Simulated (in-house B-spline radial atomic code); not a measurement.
# RPA and G0W0 on PBEsol: Os³⁺

Configuration [Xe] 4f14 5d5, highest spin, mean-field start PBEsol. Computed with an all-electron radial atomic-structure program (B-spline basis): all electrons, scalar-relativistic (spin-free one-electron X2C), finite nucleus, each spin shell either full or empty, empty states to l = 9 with an (l + 1/2)⁻⁴ tail; G0W0 by contour deformation at full frequency.

Without the two-electron picture change, the correlation of inner shells comes somewhat too large for so heavy an element.

Command:
```bash
python run_gw.py task.json out
```
Settings (radii: box in bohr, nucleus in fm):
```
Z                        76
electrons                73
configuration            [Xe] 4f14 5d5
hamiltonian              x2c
method                   pbesol
lmax                     9
rms_radius               5.4126
spin_polarised           True
box_radius               14.14
intervals                68
```

Cost of the run: 8.2 s on 1 thread of Arm Neoverse V1 (shared host).

Energies (hartree):

```
                                     term         value
                         mean-field total  -17248.36792
Hartree-Fock functional on these orbitals  -17248.37134
                      direct second order       -7.6289
                    second-order exchange        1.9036
                         SOSEX correction        1.7815
```

Task: What is the RPA correlation energy, and what remains with SOSEX?

Result: RPA gives -6.607 hartree (-2.46 eV per electron); RPA + SOSEX gives -4.8255, and the second-order doubles -5.7253 hartree (no singles). RPA lacks exchange-type terms and so overcorrelates at short range.

Quasi-particle levels (eV):

| level | occupied | mean field | Σx - vxc | Σc | QP weight | G0W0 |
| --- | --- | --- | --- | --- | --- | --- |
| 5d up | yes | -36.43 | -6.68 | ? | ? | ? |
| 5d down | no | -32.47 | 8.60 | -3.97 | 0.624 | -27.836 |

G0W0 = mean field + (Σx - vxc) + Σc, with Σc (partial-wave tail included) taken at the quasi-particle energy. Only the outer levels were computed. Levels of low weight are left out.

Task: Where does G0W0 put 5d up?

Result: At -43.55 eV, with Σc = -0.43 eV and a quasi-particle weight of 0.785. The tabulated removal energy is 41 ± 1.7 eV (NIST, tabulated theory); the calculation leaves out spin-orbit coupling, Breit and QED terms, and what these don't explain is the method's own error.
